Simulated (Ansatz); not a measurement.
`CN/C=C/C=O` + `[OH][Ge]([OH])([Cl])[Cl]` → `C[O][Ge]([OH])([Cl])[Cl]` + `N/C=C/C=O`  (substitution at a C–N bond)

Program: Ansatz. Geometries: PBE0-D4/def2-TZVP. ΔE: electronic, gas phase. CBS: MP2 limit from def2 TZ/QZ plus the TZ coupled-cluster correction, frozen cores. Double bonds are as drawn, so ΔE can hold a change between cis and trans. DFT in def2-TZVPP. For Ge outer-core shells are correlated without core-valence functions, which leaves a few kJ/mol of doubt a bond. Scalar relativity is left out up to krypton. One conformer a species, not always the lowest.

**Question.** Is it downhill or uphill in electronic energy at CCSD(T)/CBS, and by how much? (An estimate is asked.)

**Answer.** Computed: Uphill: ΔE = +25.6 kJ/mol.

**Question.** What do these levels give: PBE-D4, r2SCAN-D4, PBE0-D4, ωB97X-V, PBE0, HF/def2-TZVPP, MP2/def2-TZVPP, SCS-MP2/def2-TZVPP, CCSD/def2-TZVPP, HF/def2-QZVPP, MP2/def2-QZVPP, HF/CBS(def2)? (Estimate.)

**Answer.** Ansatz gave: PBE-D4 27.6, r2SCAN-D4 26.3, PBE0-D4 27.7, ωB97X-V 23.4, PBE0 29.2, HF/def2-TZVPP 20.9, MP2/def2-TZVPP 28.5, SCS-MP2/def2-TZVPP 25.9, CCSD/def2-TZVPP 25.0, HF/def2-QZVPP 20.6, MP2/def2-QZVPP 28.5, HF/CBS(def2) 20.6 kJ/mol.

Largest T1 diagnostic among the species: 0.016.

In def2-TZVPP, CCSD(T) changes the Hartree–Fock value by +4.6 kJ/mol (the triples alone add +0.5 kJ/mol) and MP2 by +7.6 kJ/mol.
